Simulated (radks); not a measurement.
Calculated with a radial shooting solver on a logarithmic mesh with Libxc functionals: Dirac Kohn-Sham, LDA (Slater exchange, Perdew-Wang correlation), spin-unpolarised, spherical densities, point nucleus; open shells are shared between the two j in proportion to 2j + 1. Each species is in its NIST ground configuration. Rank Sc+, K+, Se+, Ca+, Ni+, Kr+, Ti+, Zn+, Ga+, Mn+, Cr+, Fe+, Ge+, Cu+, V+, Co+, Br+, As+ by mean radius of the outermost orbital (bohr), largest first.

Answer. Ca+ 3.56, Sc+ 3.33, Ti+ 3.16, Mn+ 2.78, Fe+ 2.69, Ge+ 2.55, Zn+ 2.38, As+ 2.31, Ga+ 2.20, Se+ 2.13, Br+ 1.97, Kr+ 1.84, V+ 1.55, K+ 1.43, Cr+ 1.42, Co+ 1.14, Ni+ 1.08, Cu+ 1.02.
